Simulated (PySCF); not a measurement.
**Electric field gradients and quadrupole coupling constants**

Compound: 4-isopropenylphenol, C9H10O.
Numbering: `[CH2:1]=[C:2]([CH3:3])[c:4]1[cH:5][cH:6][c:7]([OH:8])[cH:9][cH:10]1` (hydrogens: H11, H12 on C1; H13, H14, H15 on C3; H16 on C5; H17 on C6; H18 on O8; H19 on C9; H20 on C10)

Structure used (GFN2-xTB), in Å, numbered top down from 1:
```
atom  x, y, z in Å
C1    -2.3635    1.2881    0.1808
C2    -1.7098    0.1331    0.1031
C3    -2.4330   -1.1795    0.2014
C4    -0.2523    0.0768   -0.0945
C5     0.3386   -0.9453   -0.8378
C6     1.7033   -0.9965   -1.0277
C7     2.5233   -0.0233   -0.4664
O8     3.8660   -0.1085   -0.6736
C9     1.9514    0.9941    0.2878
C10    0.5829    1.0400    0.4680
H11   -1.8683    2.2379    0.0744
H12   -3.4292    1.3226    0.3339
H13   -2.5104   -1.6467   -0.7800
H14   -3.4394   -1.0327    0.5851
H15   -1.8971   -1.8617    0.8590
H16   -0.2773   -1.7061   -1.2916
H17    2.1570   -1.7840   -1.6083
H18    4.3112    0.6284   -0.2381
H19    2.5840    1.7489    0.7381
H20    0.1575    1.8251    1.0750
```

Field gradients from the PBE0/pcSseg-1 density (PySCF, non-relativistic), principal values in atomic units, ordered |Vxx| ≤ |Vyy| ≤ |Vzz|:

| atom | Vxx | Vyy | Vzz |
| --- | --- | --- | --- |
| O8 | -0.1393 | -1.6486 | 1.7880 |

Find the asymmetry η = (Vxx − Vyy)/Vzz and the couplings χ = eQV/h (234.96 MHz × Q in barn × V in au), with Q(17O) = −0.0256 b.

```csv
atom,environment,nucleus,η,χzz (MHz),χxx (MHz),χyy (MHz)
O8,phenol-type oxygen,17O,0.84,-10.75,0.84,9.92
```

The tensor is traceless: Vxx + Vyy + Vzz = 0.

What is Vzz at O8 in SI units (1 au = 9.71736 × 10²¹ V/m²)?

1.7880 au = 17.374 × 10²¹ V/m².

And the gradient at the other heavy atoms, for which no coupling is worked out here?

```tsv
atom	environment	Vzz (au)	η
C1	terminal =CH2 carbon	0.243	0.43
C2	fully substituted alkene carbon	0.316	0.63
C3	allylic carbon	0.062	0.58
C4	substituted aromatic carbon	0.250	0.29
C5	aromatic CH carbon	0.322	0.14
C6	aromatic CH carbon	0.236	0.29
C7	aromatic carbon bearing oxygen	-0.397	0.05
C9	aromatic CH carbon	0.196	0.53
C10	aromatic CH carbon	0.322	0.11
```

Were the hydrogens deuterons (Q(2H) = 0.00286 b), χzz would run from 209 kHz (H15 and H13) to 306 kHz (H18).

The structure is a single GFN2-xTB conformer in the gas phase; no vibrational or solvent corrections. GFN2-xTB bond lengths can be off by several hundredths of an ångström, more for odd bonds, and the gradients follow them. The small basis limits the accuracy of the gradients.
